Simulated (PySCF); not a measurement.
## A series of tetrahedral complexes of Different ions with Cl ligands

All values are computed with PySCF: state-averaged CASSCF of the d shell with SC-NEVPT2, spin-free X2C, triple-zeta basis on the metal and double-zeta on the ligands, mean-field spin-orbit coupling; model geometries with bond lengths from ionic radii.

| complex | point group | M–L / Å | L–M–L / ° | solvent |
| --- | --- | --- | --- | --- |
| [TcCl4]+ | Td | 2.19 | 109 | none |
| [CrCl4]2- | Td | 2.39 | 109 | water |
| [CrCl4]+ | Td | 2.08 | 109 | none |
| [FeCl4]2- | Td | 2.37 | 109 | water |

For [TcCl4]+, [CrCl4]+ the d shell alone is too small an active space: their values show what this model gives and aren't sound predictions.

Q: Rank by the spin-orbit constant ζ, lowest first.
A. [TcCl4]+
B. [CrCl4]+
C. [CrCl4]2-
D. [FeCl4]2-

A: B (153 cm⁻¹), C (220 cm⁻¹), D (394 cm⁻¹), A (592 cm⁻¹).

Q: What are the ground states and moments?

A: 
```
  complex  shell  ground state (NEVPT2)  total orbital splitting (CASSCF fit) / cm⁻¹  μeff(300 K) / μB
 [TcCl4]+     d2                    3A2                                        13027              2.69
[CrCl4]2-     d4                    5T2                                         2948              4.66
 [CrCl4]+     d1                     2E                                        10653              1.72
[FeCl4]2-     d6                     5E                                         2372              5.30
```

The tetrahedral shape is imposed. Real complexes may take another, with another ground state.
